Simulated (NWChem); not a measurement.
# Ionisation of hexane (C6H14)

```
C
H 1 1.1045
H 1 1.1061 2 105.63
C 1 1.5238 2 108.84 3 117.21
H 4 1.1047 1 109.08 2 65.68
H 4 1.1048 5 105.54 1 -117.17
C 4 1.5209 5 109.57 6 -117.91
H 7 1.1008 4 111.71 5 57.79
H 7 1.1022 8 107.51 4 -122.40
H 7 1.1022 8 107.51 9 -115.20
C 1 1.5242 2 110.00 3 -117.73
H 11 1.1044 1 108.67 2 -177.57
H 11 1.1060 12 105.59 1 -117.01
C 11 1.5272 12 108.81 13 -117.11
H 14 1.1034 11 108.59 12 50.75
H 14 1.1050 15 105.62 11 116.88
C 14 1.5225 15 108.97 16 117.50
H 17 1.1009 14 111.29 15 -54.98
H 17 1.1011 18 107.16 14 122.88
H 17 1.1025 18 107.47 19 115.15
```
Charge 0, spin multiplicity 1.

Everything below was run with NWChem. Structure: optimised with PBE0/def2-SVP, with no frequency check, so it may be a saddle point. It is one conformer; others weren't searched.

Basis set: def2-SVP. −ε marks an orbital energy of the parent.

Problem. One of these methods gave a first vertical ionisation energy of 7.28 eV. Which?
(A) −ε(HOMO) of PBE
(B) −ε(HOMO) of HF
(C) G0W0@PBE
(D) G0W0@PBE0

Solution. A, −ε(HOMO) of PBE. The others give 12.11 (−ε(HOMO) of HF), 10.81 (G0W0@PBE0), 10.52 (G0W0@PBE).
